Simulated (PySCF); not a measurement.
A side-by-side comparison of computed properties.

First species: C3H9FO2Si.
Structure used (GFN2-xTB), in Å, numbered top down from 1:
```
atom  x, y, z in Å
C1    -1.6649   -1.3157   -0.2181
C2    -0.4996   -0.3522   -0.4279
C3    -0.9683    1.0898   -0.2191
F4    -0.0454    1.9771   -0.7267
O5     0.5160   -0.6733    0.4720
Si6    2.0732   -0.1990    0.5423
O7     2.3037    1.3404    0.9953
H8    -2.4457   -1.1425   -0.9534
H9    -1.3054   -2.3362   -0.3130
H10   -2.0734   -1.1860    0.7808
H11   -0.1224   -0.4417   -1.4579
H12   -1.9086    1.2832   -0.7418
H13   -1.0625    1.3063    0.8486
H14    2.7114   -0.4369   -0.7536
H15    2.5182   -0.9794    1.6754
H16    1.9662    2.0748    0.4857
```

Second species: C8H12.
Geometry (GFN2-xTB, Å), atoms numbered from 1 in this order:
```xyz
20
C8H12 angstrom
C      3.779    0.430   -0.744
C      3.356    0.027    0.669
C      1.923   -0.173    0.754
C      0.731   -0.333    0.793
C     -0.663   -0.535    0.856
C     -1.467   -0.430   -0.199
C     -2.945   -0.635   -0.158
C     -3.687    0.638   -0.565
H      4.856    0.576   -0.789
H      3.502   -0.344   -1.457
H      3.288    1.356   -1.037
H      3.860   -0.901    0.957
H      3.648    0.805    1.381
H     -1.058   -0.796    1.832
H     -1.053   -0.162   -1.163
H     -3.253   -0.937    0.846
H     -3.214   -1.439   -0.850
H     -3.456    1.445    0.127
H     -3.391    0.947   -1.565
H     -4.762    0.472   -0.558
```

Levels: PBE0/def2-SVPD for dipole moment, HOMO energy, LUMO energy, HOMO–LUMO gap, static isotropic polarisability and electronic spatial extent ⟨r²⟩ about the centre of nuclear charge; TDDFT PBE0/def2-SVPD for lowest singlet excitation; TDA PBE0/def2-SVPD for lowest triplet excitation (Tamm–Dancoff); GFN2-xTB for rotational constant A and rotational constant C. Geometries: GFN2-xTB. Each structure is a single optimised conformer of the isolated species, non-relativistic unless stated; the electronic structure was computed with PySCF and density fitting.

The conformers computed, where there is a choice (atom-mapped SMILES and torsion angles):
- `[CH3:1][C@@H:2]([CH2:3][F:4])[O:5][SiH2:6][OH:7]`: C1–C2–C3–F4 -165°, C1–C2–O5–Si6 167°, C2–O5–Si6–O7 72°, H–O7–Si6–O5 -62°
- `[CH3:1][CH2:2][C:3]#[C:4]/[CH:5]=[CH:6]/[CH2:7][CH3:8]`: C5–C6–C7–C8 119°

| property | column X | column Y |
| --- | --- | --- |
| dipole moment | 2.71 D | 0.37 D |
| HOMO energy | -8.41 eV | -6.40 eV |
| LUMO energy | 0.54 eV | -0.41 eV |
| HOMO–LUMO gap | 8.95 eV | 5.99 eV |
| lowest singlet excitation | 7.74 eV | 5.29 eV |
| lowest triplet excitation (Tamm–Dancoff) | 7.40 eV | 3.39 eV |
| static isotropic polarisability | 69.8 au | 105.0 au |
| electronic spatial extent ⟨r²⟩ about the centre of nuclear charge | 1049 bohr² | 1985 bohr² |
| rotational constant A | 2.948 GHz | 6.418 GHz |
| rotational constant C | 1.131 GHz | 0.584 GHz |

(1) Which column belongs to which species?

(2) How does each property change from the first species to the second?

## Answers

(1) Column X is the first species and column Y the second. The first has 16 atoms and 66 electrons, the second 20 and 60.

(2) dipole moment -2.34 D; HOMO energy +2.01 eV; LUMO energy -0.95 eV; HOMO–LUMO gap -2.96 eV; lowest singlet excitation -2.45 eV; lowest triplet excitation (Tamm–Dancoff) -4.01 eV; static isotropic polarisability +35.2 au; electronic spatial extent ⟨r²⟩ about the centre of nuclear charge +936 bohr²; rotational constant A +3.470 GHz; rotational constant C -0.547 GHz.

On the first: No computed singlet falls in the visible range (750 to 380 nm, 1.65 to 3.26 eV); S1 lies 4.48 eV above its blue end. S1 lies 1.21 eV below the HOMO–LUMO gap; its leading configuration is HOMO→LUMO, weight 0.58.

On the second: The 6 singlets span 5.29 to 6.86 eV, and their oscillator strengths add up to 0.51. No computed singlet falls in the visible range (750 to 380 nm, 1.65 to 3.26 eV); S1 lies 2.03 eV above its blue end.
